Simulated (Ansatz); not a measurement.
A structure relaxed at PBE0-D4/def2-TZVP, charge 0, multiplicity 1:

Cartesian coordinates in Å:
```
F -1.010 1.812 0.311
C -1.425 0.511 0.170
S -0.560 -0.354 -1.153
Si 1.362 -0.566 -0.238
H -1.275 0.002 1.124
H -2.483 0.510 -0.099
H 2.094 -1.551 -1.070
H 2.115 0.711 -0.194
H 1.181 -1.075 1.147
```

Question: Give its formula and SMILES.

Answer: CH5FSSi, `FCS[SiH3]`.

Question: Summarise the bond lengths by kind.

Answer: 1 × C–F 1.373 Å; 1 × C–S 1.802 Å; 2 × C–H 1.092 Å; 1 × S–Si 2.139 Å; 3 × H–Si 1.483 to 1.487 Å.

All numbers were calculated with Ansatz.
